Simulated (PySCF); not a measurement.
C₅H₉O₂Si (doublet state).
Z-matrix (Å and degrees, GFN2-xTB geometry), rows numbered from 1:
```
C 
C   1  1.3192
C   2  1.5073  1  124.42
C   3  1.4737  2  110.14  1  -112.57
C   4  1.4253  3  121.57  2  -123.79
O   5  1.2223  4  124.98  3    -0.58
O   5  1.3421  4  113.96  3   179.85
Si  7  1.6558  5  120.61  4   178.77
H   1  1.0768  2  121.77  3  -179.68
H   1  1.0779  2  122.02  3    -0.29
H   2  1.0812  1  120.92  3  -179.04
H   3  1.0963  2  108.24  1     7.53
H   3  1.0931  2  110.82  1   127.05
H   4  1.0782  3  119.93  2    54.01
H   8  1.4585  7  109.40  5   -61.34
H   8  1.4566  7   97.65  5  -179.90
H   8  1.4585  7  109.74  5    61.41
```

The hyperfine couplings belong to this conformer and change with its torsions.

The species is `C=CC[CH]C(=O)O[SiH3]` [radical].

Computed with PySCF, UKS B3LYP, pcH-1 on C H O Si, non-relativistic, mean-field spin-orbit, GIAO. The structure is a single GFN2-xTB conformer in the gas phase; no vibrational or solvent corrections. A GFN2-xTB geometry isn't a minimum of the functional, and hyperfine couplings can be far from their values at a DFT geometry. Stability of the SCF solution: not tested.

Question: The isotropic 13C couplings are +68.7, +46.4, -39.9, -25.4, +1.1 MHz. Assign them to C1; C2; C3; C4; C5.

Answer: 
```
site  a_iso (MHz)  ρ(0) (bohr⁻³)                 position  distance from C4 (Å)  spin population  largest |T| (MHz)
  C1         +1.1        +0.0009          3 bonds from C4                  3.45            +0.03                3.4
  C2        +46.4        +0.0413          2 bonds from C4                  2.44            +0.01                7.8
  C3        -25.4        -0.0226           1 bond from C4                  1.47            -0.07                2.5
  C4        +68.7        +0.0612  largest spin population                  0.00            +0.87              135.2
  C5        -39.9        -0.0355           1 bond from C4                  1.43            -0.07                5.5
```

Question: The isotropic 17O couplings are -13.9, +1.8 MHz. Assign them to O6; O7.

Answer: 
| site | a_iso (MHz) | ρ(0) (bohr⁻³) | position | distance from C4 (Å) | spin population | largest \|T\| (MHz) |
| --- | --- | --- | --- | --- | --- | --- |
| O6 | -13.9 | +0.0225 | 2 bonds from C4 | 2.35 | +0.20 | 61.7 |
| O7 | +1.8 | -0.0031 | 2 bonds from C4 | 2.32 | +0.02 | 7.9 |

ρ(0) is the spin density at the nucleus and T the dipolar tensor; a_iso includes a spin–orbit part; entries for several nuclei are means. The largest Mulliken spin populations are on C4 (+0.87), O6 (+0.20), C5 (-0.07) and C3 (-0.07). The positive populations add up to 1.18 and the negative ones to -0.18, together 2S = 1. The angles at C4 add up to 360.0°, so it is planar; its axial dipolar tensor and the negative coupling of its proton fit spin in a p orbital normal to that plane.

Class means assume fast exchange of nuclei equivalent by connectivity; if that motion is slow, each nucleus keeps its own coupling. The three 1H nuclei of mean +3.8 MHz run from -0.1 to 5.7 MHz in the frozen geometry. The 1H value of +54.0 MHz is a mean of couplings from 3.0 to 105.0 MHz in this one geometry, not an average over conformers.
